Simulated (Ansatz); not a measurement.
Gas-phase electronic energies from Ansatz, PBE0-D4/def2-TZVP geometries. CCSD(T)/CBS is the MP2 limit (def2-TZVPP, def2-QZVPP) plus CCSD(T) − MP2 in def2-TZVPP, frozen cores. Functionals use def2-TZVPP. B3LYP here is the variant with VWN-RPA as its local correlation; programs differ in this. Each species was taken in one conformer, which may not be the lowest.

`[CH3][AlH][N]=C=O` + `BC(=C)C` → `C=[C](C)[AlH][CH3]` + `BN=C=O`  (redistribution)

```csv
level,ΔE (kcal/mol),difference from CCSD(T)/CBS
PBE-D4,11.7,-3.5
r2SCAN-D4,14.0,-1.2
PBE0-D4,13.2,-2.0
B3LYP-D4,13.7,-1.5
ωB97X-V,14.5,-0.7
ωB97M-V,14.2,-1.0
B2PLYP,14.8,-0.4
PBE,12.0,-3.2
r2SCAN,14.2,-1.0
PBE0,13.5,-1.7
B3LYP,14.2,-1.0
HF/def2-TZVPP,17.8,2.6
MP2/def2-TZVPP,15.3,0.1
SCS-MP2/def2-TZVPP,15.6,0.4
CCSD/def2-TZVPP,15.6,0.4
CCSD(T)/def2-TZVPP,15.0,-0.2
HF/def2-QZVPP,17.9,2.7
MP2/def2-QZVPP,15.4,0.2
SCS-MP2/def2-QZVPP,15.7,0.5
HF/CBS(def2),17.9,2.7
MP2/CBS(def2),15.4,0.2
CCSD/CBS(def2),15.7,0.5
CCSD(T)/CBS,15.2,0
```

Largest T1 diagnostic among the species: 0.017.

In def2-TZVPP, CCSD(T) changes the Hartree–Fock value by −2.8 kcal/mol (the triples alone add −0.6 kcal/mol) and MP2 by −2.5 kcal/mol. From PBE to PBE0 (25 % exact exchange), in def2-TZVPP and without D4, ΔE moves by +1.5 kcal/mol.
